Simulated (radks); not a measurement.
All-electron atom: the cerium ion Ce2+ in [Xe] 4f2 (the NIST ground configuration). All-electron calculation, Dirac Kohn-Sham, BLYP, spin-unpolarised, spherical densities, finite nucleus; open shells fill j = l - 1/2 first; Fermi nuclear charge, rms radius 4.8771 fm. Program: a radial shooting solver on a logarithmic mesh with Libxc functionals.

Radial electron density D(r) = 4 pi r^2 rho(r):

| r (bohr) | D(r) (e/bohr) |
|---|---|
| 0.001319 | 4.459 |
| 0.001745 | 7.050 |
| 0.002309 | 10.97 |
| 0.003056 | 16.70 |
| 0.004043 | 24.74 |
| 0.00535 | 35.32 |
| 0.007078 | 48.04 |
| 0.009365 | 61.38 |
| 0.01239 | 72.42 |
| 0.0164 | 77.62 |
| 0.02169 | 75.37 |
| 0.0287 | 69.49 |
| 0.03798 | 69.42 |
| 0.05025 | 81.71 |
| 0.06649 | 97.36 |
| 0.08797 | 96.51 |
| 0.1164 | 79.26 |
| 0.154 | 74.54 |
| 0.2038 | 85.76 |
| 0.2696 | 73.01 |
| 0.3567 | 39.85 |
| 0.472 | 32.13 |
| 0.6245 | 36.48 |
| 0.8264 | 24.23 |
| 1.093 | 11.95 |
| 1.447 | 8.253 |
| 1.914 | 5.206 |
| 2.533 | 1.892 |
| 3.351 | 0.3609 |
| 4.434 | 0.03543 |
| 5.867 | 0.002074 |

D(r) has 4 maxima, at r = 0.0172, 0.0756, 0.214, 0.595 bohr, and minima at 0.0334, 0.141, 0.436 bohr, inside which lie 2.02, 11.20, 29.05 electrons.
